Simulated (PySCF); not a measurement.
# Where the electron goes

Compound: C₄H₁₁ClSi₂.
Cartesian coordinates in Å at the PBE0-D3(BJ)/def2-SVP level; atoms count from 1:
```
atom  x, y, z in Å
C1    -1.1456    1.8252   -0.6773
Si2   -0.3965    0.1988   -0.1168
C3    -1.7627   -1.1090    0.0263
Cl4   -1.0364   -2.6745    0.5269
C5     1.0650   -0.4507   -1.1433
Si6    2.0550   -0.5638    0.4817
C7     0.6450    0.2534    1.4718
H8    -1.6390    1.7205   -1.6563
H9    -1.8893    2.1897    0.0490
H10   -0.3634    2.5945   -0.7728
H11   -2.5117   -0.8363    0.7849
H12   -2.2872   -1.2755   -0.9263
H13    0.8998   -1.4027   -1.6690
H14    1.4725    0.2818   -1.8581
H15    3.3231    0.2339    0.4733
H16    2.3673   -1.9600    0.9086
H17    0.2562   -0.3272    2.3214
H18    0.8821    1.2717    1.8188
```

Level of theory: TDDFT wB97X-D/def2-SVPD, vertical, gas phase, core orbitals frozen in the response in PySCF.

Kohn–Sham orbitals with the atoms that hold most of them (Löwdin shares over 4%, at most four atoms; ? is withheld):

```
orbital  ε (eV)                             atoms
 LUMO+2    2.13    Si6 24%, C7 12%, C5 9%, H15 8%
 LUMO+1    2.10   Cl4 23%, Si6 18%, Si2 9%, C3 8%
   LUMO    1.74  Cl4 28%, Si2 13%, C3 13%, C1 11%
   HOMO       ?                                 ?
 HOMO-1   -9.91                                 ?
 HOMO-2  -10.12  C5 24%, C7 23%, Si2 13%, Si6 12%
 HOMO-3  -10.45   Cl4 44%, C5 13%, C7 13%, Si6 9%
```

Problem. Give the leading atoms of the HOMO.

Solution. C7 (bonded to 2 Si and 2 H) 18%; C5 (bonded to 2 Si and 2 H) 17%; Si6 (bonded to 2 C and 2 H) 14%; Si2 (bonded to 4 C) 12%. By element: carbon 35% or more, silicon 27%.

Problem. Give the leading atoms of the HOMO-1.

Solution. Cl4 (bonded to C) 45%; C1 (bonded to Si and 3 H) 13%; C3 (bonded to Cl, Si and 2 H) 12%; Si2 (bonded to 4 C) 11%. By element: chlorine 45%, carbon 25% or more, silicon 11% or more.

Problem. What is the HOMO energy, and the HOMO–LUMO gap?

Solution. ε(HOMO) = -9.29 eV; the gap is 11.03 eV (0.4053 hartree).

Problem. How does S1 compare with the orbital gap of 11.03 eV?

Solution. S1 is at 6.71 eV (f = 0.016), 4.32 eV below the gap, made of HOMO→LUMO (33%), HOMO-1→LUMO (31%), HOMO-1→LUMO+1 (9%). Without the coupling terms of the response equations the lowest excitation would equal the gap.

Next come S2 at 6.94 eV (f 0.0046), HOMO→LUMO+2 (79%), HOMO→LUMO+1 (9%); S3 at 7.03 eV (f 0.0042), HOMO→LUMO+3 (83%); S4 at 7.24 eV (f 0.0030), HOMO-3→LUMO (32%), HOMO-4→LUMO (16%), HOMO-2→LUMO (12%); S5 at 7.41 eV (f 0.069), HOMO→LUMO (48%), HOMO→LUMO+1 (22%), HOMO-1→LUMO (12%).

One conformer stands for the species.
